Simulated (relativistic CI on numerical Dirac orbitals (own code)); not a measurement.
## Transition arrays of Pm XXI

Method of calculation: Dirac-Coulomb-Breit CI, separate exchange-only KLI orbitals for each configuration, model QED (radiative potential, 1s self-energy scaled to tabulated hydrogen-like ionisation energies), valence Slater integrals scaled by 0.9, whole transition arrays (own radial code, finite nucleus).

CI space (outside the closed core [Ar] 3d10 4s2): 4p6 4d5, 4p6 4d4 4f, 4p5 4d6, 4p6 4d4 5p, 4p6 4d4 5f. Levels of other configurations are missing.

All E1 lines from the levels of 4p6 4d5; mean and standard deviation are weighted by gf, and upper levels are sorted by their leading configuration.

| Upper configuration | Lines | Σgf | Mean (eV) | Mean (nm) | σ (eV) | Strongest line (nm) |
| --- | --- | --- | --- | --- | --- | --- |
| 4p6 4d4 4f | 6087 | 1258.4 | 159.83 | 7.757 | 5.87 | 7.692 |
| 4p5 4d6 | 2628 | 422.0 | 161.04 | 7.699 | 11.63 | 7.570 |
| 4p6 4d4 5p | 3245 | 128.9 | 225.46 | 5.499 | 3.94 | 5.562 |
| 4p6 4d4 5f | 5470 | 175.1 | 329.40 | 3.764 | 3.82 | 3.729 |

Σgf per state of the lower configuration in bins of 0.2 nm over the central range (centre: value): 3.7: 0.55, 3.9: 0.15, 5.3: 0.05, 5.5: 0.41, 5.7: 0.05, 7.3: 0.22, 7.5: 1.29, 7.7: 3.85, 7.9: 0.87, 8.1: 0.07.

Question: How do configuration mixing and the scaling of the Slater integrals move the arrays?

Answer: Slater scale 0.9, no configuration mixing: 4p6 4d4 4f 152.0 ± 6.6 eV (Σgf 929.3), 4p5 4d6 142.3 ± 14.1 eV (Σgf 599.1), 4p6 4d4 5p 225.6 ± 3.9 eV (Σgf 149.8), 4p6 4d4 5f 329.3 ± 3.8 eV (Σgf 191.7); Slater scale 1: 4p6 4d4 4f 162.9 ± 6.1 eV (Σgf 1332.9), 4p5 4d6 163.7 ± 12.0 eV (Σgf 380.6), 4p6 4d4 5p 225.5 ± 4.2 eV (Σgf 125.8), 4p6 4d4 5f 329.5 ± 4.1 eV (Σgf 174.4); Slater scale 0.8: 4p6 4d4 4f 156.9 ± 5.8 eV (Σgf 1196.1), 4p5 4d6 158.2 ± 11.3 eV (Σgf 451.5), 4p6 4d4 5p 225.4 ± 3.7 eV (Σgf 131.7), 4p6 4d4 5f 329.3 ± 3.6 eV (Σgf 175.7). With mixing, levels are counted to their leading configuration, so an array can shrink or vanish into another, and the sums then hold other lines.
